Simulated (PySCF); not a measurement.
Species: H₈O₂Si₃.
Numbering: `[OH:1][Si@@H:2]([SiH3:3])[O:4][SiH3:5]` (hydrogens: H6 on O1; H7 on Si2; H8, H9, H10 on Si3; H11, H12, H13 on Si5)

Cartesian coordinates in Å at the GFN2-xTB level; atoms count from 1:
```
atom  x, y, z in Å
O1    -0.4922    1.9152   -1.2564
Si2   -0.3896    0.9994    0.0822
Si3   -2.0749   -0.5347   -0.1367
O4     1.0801    0.2850    0.0824
Si5    2.1549   -0.8560    0.4644
H6     0.2102    2.5054   -1.5205
H7    -0.3183    1.8719    1.2615
H8    -3.3856    0.0702    0.1294
H9    -1.9409   -1.6483    0.8149
H10   -2.1758   -1.1612   -1.4621
H11    3.2321   -0.6839   -0.5076
H12    2.5976   -0.6044    1.8352
H13    1.4980   -2.1581    0.3521
```

A PySCF run (density fitting, gas phase, GFN2-xTB geometry) gave HOMO -9.62 eV, LUMO 1.95 eV, dipole 1.78 D.

Question: Which of these levels was it?
A. mPW1PW91/IGLO-II
B. PBE0/6-311+G(2d,p)
C. wB97X-D/6-31G
D. PBE0/pcSseg-1
E. PBE0/def2-SVPD

Answer: C. It is wB97X-D/6-31G. All candidates on this geometry:

```json
{"level and settings": "PBE0/6-311+G(2d,p)", "kind": "global hybrid", "basis functions": "207", "SCF cycles": "13", "E (Eh)": "-1023.3911", "HOMO (eV)": "-8.03", "LUMO (eV)": "-0.49", "dipole (D)": "1.16"}
{"level and settings": "PBE0/def2-SVPD", "kind": "global hybrid", "basis functions": "182", "SCF cycles": "13", "E (Eh)": "-1022.9282", "HOMO (eV)": "-8.01", "LUMO (eV)": "-0.36", "dipole (D)": "1.11"}
{"level and settings": "PBE0/pcSseg-1", "kind": "global hybrid", "basis functions": "146", "SCF cycles": "13", "E (Eh)": "-1023.2590", "HOMO (eV)": "-8.01", "LUMO (eV)": "-0.18", "dipole (D)": "1.32"}
{"level and settings": "mPW1PW91/IGLO-II, energy threshold 1e-08 Eh", "kind": "global hybrid", "basis functions": "197", "SCF cycles": "9", "E (Eh)": "-1023.8471", "HOMO (eV)": "-8.02", "LUMO (eV)": "-0.14", "dipole (D)": "1.28"}
{"level and settings": "wB97X-D/6-31G", "kind": "range-separated hybrid", "basis functions": "73", "SCF cycles": "13", "E (Eh)": "-1023.5318", "HOMO (eV)": "-9.62", "LUMO (eV)": "1.95", "dipole (D)": "1.78"}
```

The nearest other candidate, by the summed differences of HOMO and LUMO, is mPW1PW91/IGLO-II: its HOMO differs by +1.60 eV and its LUMO by -2.09 eV. wB97X-D ran without the empirical dispersion term, which would shift the total energy alone. Cycle counts include a coarse-grid stage where the run had one. All basis functions are spherical, in the Pople sets too.
